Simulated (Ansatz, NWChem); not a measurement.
# Worked example: vertical ionisation energy of C3H7Br (1-bromopropane)

C3H7Br: 11 atoms, total charge 0, spin state singlet. SMILES: `CCCBr`. The coordinates come from a PBE0-D4/def2-TZVP relaxation. This is one conformer, not always the lowest.

Both states at this one shape; open shells run unrestricted unless said. 1 Eh = 27.2114 eV.

| level | program | singlet C3H7Br (Eh) | doublet C3H7Br+ (Eh) |
| --- | --- | --- | --- |
| PBE0/LANL2DZ (core potential) | NWChem | -131.531978 | -131.156595 |
| PBE0/SBKJC-VDZ (core potential) | NWChem | -34.489509 | -34.113639 |
| CAM-B3LYP/def2-SVP | Ansatz | -2692.342466 | -2691.964391 |

Question: Work out the vertical ionisation energy at each level.

Answer: 
1. PBE0/LANL2DZ (core potential): -131.156595 − (-131.531978) = 0.375383 Eh = 10.21 eV.
2. PBE0/SBKJC-VDZ (core potential): -34.113639 − (-34.489509) = 0.375870 Eh = 10.23 eV.
3. CAM-B3LYP/def2-SVP: -2691.964391 − (-2692.342466) = 0.378075 Eh = 10.29 eV.

No measured value is set beside it here; the levels span 10.21 to 10.29 eV. Spin-orbit coupling, which splits open shells on such heavy atoms by tenths of an eV, is left out. All-electron rows are non-relativistic unless named.
